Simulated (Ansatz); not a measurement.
`C[O][W](=[S])(=[S])[N](C)C` and `C[O][Mo](=[S])(=[S])[N](C)C` differ in one element.

Ansatz, PBE0-D4/def2-TZVP geometries, multiplicity 1. Each molecule was computed in one conformer, which needn't be the lowest.

Elements past krypton have def2 core potentials.

```csv
property,`C[O][W](=[S])(=[S])[N](C)C`
HOMO–LUMO gap (ωB97M-V/def2-TZVPP) / eV,8.55
HOMO–LUMO gap (PBE/def2-TZVPP) / eV,2.85
HOMO energy (B3LYP/def2-TZVPP) / eV,-6.55
size of the dipole moment (PBE/def2-TZVPP) / D,3.86
LUMO energy (B3LYP/def2-TZVPP) / eV,-2.33
LUMO energy (PBE0/def2-TZVPP) / eV,-2.18
```

Q: Give the same properties after the change, and the shifts. (Best estimate.)

A: The calculation gave: 
```tsv
property	`C[O][Mo](=[S])(=[S])[N](C)C`	shift
HOMO–LUMO gap (ωB97M-V/def2-TZVPP) / eV	8.11	-0.44
HOMO–LUMO gap (PBE/def2-TZVPP) / eV	2.48	-0.37
HOMO energy (B3LYP/def2-TZVPP) / eV	-6.58	-0.03
size of the dipole moment (PBE/def2-TZVPP) / D	3.59	-0.27
LUMO energy (B3LYP/def2-TZVPP) / eV	-2.77	-0.44
LUMO energy (PBE0/def2-TZVPP) / eV	-2.63	-0.45
```

Dipoles are sizes alone; their direction can turn.

B3LYP here is the variant with VWN-RPA as its local correlation; programs differ in this.
